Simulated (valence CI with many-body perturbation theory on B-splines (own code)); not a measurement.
# E1 transitions of Ho¹⁷⁺

Computed by configuration interaction combined with many-body perturbation theory (CI+MBPT): four valence electrons over a frozen Dirac-Fock core [Kr] 4d10, a basis of 7 s, 7 p, 7 d, 7 f, 4 g, 2 h functions for each j, with the one-electron correlation potential Σ1, the two-electron term Σ2, the three-electron term Σ3, Breit, model QED; selected CI, second order for the rest, scaled by the run's own slope (own B-spline code, finite nucleus).

No measured spectrum was set against this ion. As an estimate, terms of the open shell hold to a few per cent of their energy, and close levels can change places.

Lines 51 to 100 of 411 in falling wavelength, among levels below 54.164 eV, chosen from the strongest by gf and those to the six lowest levels. Wavelengths and rates use the calculated energies, so an error of 2000 cm⁻¹ moves a line at 632.1 Å by 1.3 % and its rate by three times that or more. Electric multipoles are in the length gauge, E1 and E2 with the static RPA response of the core. Weak lines are less certain than strong ones. Lines between different terms over intervals too small for the method are left out, as are lines whose strength nearly cancels. Where a level lies close to another of its J and parity, the split of strength between their lines is uncertain. The highest levels of a list are the least certain.

Names give the largest LS component (configuration and term), which can be under half, so a name can repeat, a term be missing and a line seem to break the LS rules; names also repeat where a configuration has a term twice. Letters in brackets count levels of one name in rising energy.

```csv
λ vac (Å),Upper,Lower,A (s⁻¹),log gf,Branch %
632.1,4f3 5s 3G°_5 [c],4f4 3H_6 [b],4.88e+04,-4.49,19.7
629.6,4f3 5s 3I°_5 [b],4f4 3F_4 [b],1.73e+04,-4.95,8.4
627.1,4f3 5s 1H°_5 [b],4f4 1G_4 [b],1.86e+04,-4.92,8.3
623.8,4f3 5s 1G°_4 [b],4f4 3H_5 [b],2.22e+04,-4.93,13.2
622.5,4f3 5s 5F°_1,4f4 5G_2,6.75e+04,-4.93,75.0
619.4,4f3 5s 5F°_2,4f4 5G_3,3.02e+04,-5.06,36.3
617.0,4f3 5s 1L°_8,4f4 3K_8 [b],5.68e+04,-4.26,30.2
616.3,4f3 5s 3G°_5 [c],4f4 3F_4 [b],1.42e+04,-5.05,5.8
615.6,4f3 5s 3K°_8,4f4 3I_7 [a],1.06e+04,-4.99,17.2
614.0,4f3 5s 1G°_4 [c],4f4 3D_3 [b],1.99e+04,-4.99,2.3
607.9,4f3 5s 3H°_4 [b],4f4 3G_4 [b],2.91e+04,-4.84,11.7
604.8,4f3 5s 1G°_4 [b],4f4 1G_4 [a],3.52e+04,-4.76,20.9
604.1,4f3 5s 3H°_4 [b],4f4 3G_3 [b],1.95e+04,-5.02,7.8
599.2,4f3 5s 5I°_7,4f4 5I_8,1.91e+01,-7.81,3.4
598.7,4f3 5s 3D°_3 [c],4f4 3H_4 [c],2.32e+04,-5.06,4.0
597.5,4f3 5s 3G°_3 [b],4f4 3F_2 [a],2.55e+04,-5.02,8.8
597.1,4f3 5s 3H°_6 [b],4f4 3G_5 [b],1.38e+04,-5.02,6.7
596.6,4f3 5s 3D°_1 [b],4f4 3F_2 [b],7.86e+04,-4.90,20.2
594.8,4f3 5s 3G°_5 [d],4f4 3G_5 [c],3.43e+04,-4.70,6.4
594.4,4f3 5s 3G°_5 [c],4f4 1I_6 [a],2.48e+04,-4.84,10.0
593.6,4f3 5p 5K_5,4f3 5s 3H°_5,6.65e+04,-4.41,0.0
589.3,4f3 5p 5K_5,4f3 5s 1I°_6,2.34e+04,-4.87,0.0
588.3,4f3 5s 1I°_6,4f4 1K_7,1.71e+04,-4.94,12.1
587.9,4f3 5s 5F°_1,4f4 5F_1,4.08e+02,-7.20,0.5
583.8,4f3 5s 1H°_5 [b],4f4 3G_5 [b],1.46e+04,-5.09,6.5
582.8,4f3 5s 1I°_6,4f4 1H_5 [a],1.42e+04,-5.03,10.1
582.5,4f3 5s 3G°_4 [c],4f4 3G_4 [c],4.10e+04,-4.73,9.4
582.4,4f3 5s 5I°_7,4f4 5I_7,4.81e+01,-7.44,8.5
581.0,4f3 5p 5I_5,4f3 5s 1H°_5 [b],6.55e+04,-4.44,0.0
580.3,4f3 5s 1G°_4 [c],4f4 1F_3,2.23e+04,-4.99,2.6
580.2,4f3 5s 1H°_5 [b],4f4 3H_4 [b],1.48e+04,-5.09,6.6
577.4,4f3 5s 1F°_3 [a],4f4 1G_4 [b],1.63e+05,-4.24,33.0
577.2,4f3 5s 5I°_8,4f4 5I_8,1.74e+02,-6.83,19.2
575.6,4f3 5s 1L°_8,4f4 1K_7,1.42e+04,-4.92,7.6
574.7,4f3 5s 3H°_6 [b],4f4 3H_6 [b],4.75e+04,-4.51,23.0
574.7,4f3 5s 3G°_3 [c],4f4 3G_3 [c],3.93e+04,-4.87,9.3
573.8,4f3 5s 3H°_5,4f4 3H_5 [b],9.12e+04,-4.30,36.4
573.2,4f3 5s 3H°_4 [b],4f4 3H_4 [a],6.62e+04,-4.53,26.6
569.9,4f3 5s 3G°_4 [b],4f4 3G_4 [a],5.86e+04,-4.59,20.9
569.5,4f3 5p 3H_4,4f3 5s 3H°_5,2.93e+04,-4.89,0.0
568.4,4f3 5p 5I_5,4f3 5s 3H°_6 [b],1.84e+04,-5.01,0.0
567.7,4f3 5s 3H°_5,4f4 3H_4 [a],2.62e+04,-4.86,10.5
567.6,4f3 5s 3L°_7,4f4 1L_8 [a],1.32e+04,-5.02,7.3
566.3,4f3 5s 1I°_6,4f4 1I_6 [a],4.44e+04,-4.56,31.4
565.7,4f3 5s 5I°_7,4f4 5I_6,3.39e+01,-7.61,6.0
564.0,4f3 5p 3H_4,4f3 5s 3H°_4 [b],7.48e+04,-4.49,0.0
564.0,4f3 5s 3I°_7 [b],4f4 1L_8 [a],1.21e+04,-5.06,11.2
563.0,4f3 5s 3H°_4 [b],4f4 1G_4 [a],2.23e+04,-5.02,8.9
562.8,4f3 5s 3F°_3 [c],4f4 3F_3 [d],8.27e+04,-4.56,8.3
562.5,4f3 5s 5S°_2,4f4 5F_1,1.31e+02,-7.51,2.4
```
